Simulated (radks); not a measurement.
Results of a calculation; reference values are marked as such.
Trend from Rb2+ to Xe2+: ionisation energy by Delta-SCF between NIST ground configurations, and size. Code: a radial shooting solver on a logarithmic mesh with Libxc functionals. Model: Dirac Kohn-Sham, PBE, spin-unpolarised, spherical densities, finite nucleus; open shells fill j = l - 1/2 first; Fermi nuclear charge, rms radius of each element as measured or else 0.836 A^(1/3) + 0.57 fm.

species,configuration,configuration of the ion,IE (eV),NIST (eV),kind,-e(HOMO) (eV),outermost,<r> outermost (bohr),r at 0.001 e/bohr^3 (bohr)
Rb2+,[Ar] 3d10 4s2 4p5,[Ar] 3d10 4s2 4p4,39.784,39.247,semi-emp.,33.385 (4p3/2),4p3/2,1.65,3.41
Sr2+,[Kr],[Ar] 3d10 4s2 4p5,42.849,42.884,exp.,36.129 (4p3/2),4p3/2,1.56,3.34
Zr2+,[Kr] 4d2,[Kr] 4d1,22.697,23.170,semi-emp.,17.354 (4d3/2),4d3/2,2.00,3.64
Nb2+,[Kr] 4d3,[Kr] 4d2,24.800,25.040,semi-emp.,19.157 (4d3/2),4d3/2,1.85,3.64
Mo2+,[Kr] 4d4,[Kr] 4d3,26.825,27.1,semi-emp.,20.888 (4d3/2),4d3/2,1.72,3.60
Tc2+,[Kr] 4d5,[Kr] 4d4,28.485,29.550,semi-emp.,22.298 (4d5/2),4d5/2,1.63,3.55
Ru2+,[Kr] 4d6,[Kr] 4d5,30.386,28.470,semi-emp.,23.918 (4d5/2),4d5/2,1.53,3.49
Rh2+,[Kr] 4d7,[Kr] 4d6,32.251,31.060,semi-emp.,25.508 (4d5/2),4d5/2,1.45,3.43
Pd2+,[Kr] 4d8,[Kr] 4d7,34.088,32.930,semi-emp.,27.073 (4d5/2),4d5/2,1.38,3.36
Ag2+,[Kr] 4d9,[Kr] 4d8,35.902,34.8,semi-emp.,28.621 (4d5/2),4d5/2,1.32,3.30
Cd2+,[Kr] 4d10,[Kr] 4d9,37.698,37.47,exp.,30.153 (4d5/2),4d5/2,1.26,3.24
In2+,[Kr] 4d10 5s1,[Kr] 4d10,28.319,28.044,exp.,23.667 (5s1/2),5s1/2,2.34,3.57
Sn2+,[Kr] 4d10 5s2,[Kr] 4d10 5s1,30.970,30.506,exp.,26.085 (5s1/2),5s1/2,2.22,3.69
Sb2+,[Kr] 4d10 5s2 5p1,[Kr] 4d10 5s2,25.023,25.324,exp.,20.586 (5p1/2),5p1/2,2.44,3.86
Te2+,[Kr] 4d10 5s2 5p2,[Kr] 4d10 5s2 5p1,27.537,27.84,exp.,22.837 (5p1/2),5p1/2,2.29,3.90
I2+,[Kr] 4d10 5s2 5p3,[Kr] 4d10 5s2 5p2,28.724,29.57,exp.,23.924 (5p3/2),5p3/2,2.24,3.90
Xe2+,[Kr] 4d10 5s2 5p4,[Kr] 4d10 5s2 5p3,31.087,31.05,semi-emp.,26.042 (5p3/2),5p3/2,2.12,3.86

Reference values: NIST Atomic Spectra Database (exp. = measured, semi-emp. = semi-empirical, theory = theoretical value adopted there). Spin polarisation and multiplet splitting are left out, so open shells lie too high by an amount that depends on their filling.

Beside tabulated values, note that spin-unpolarised runs miss the spin-polarisation part of the exchange energy of open shells.
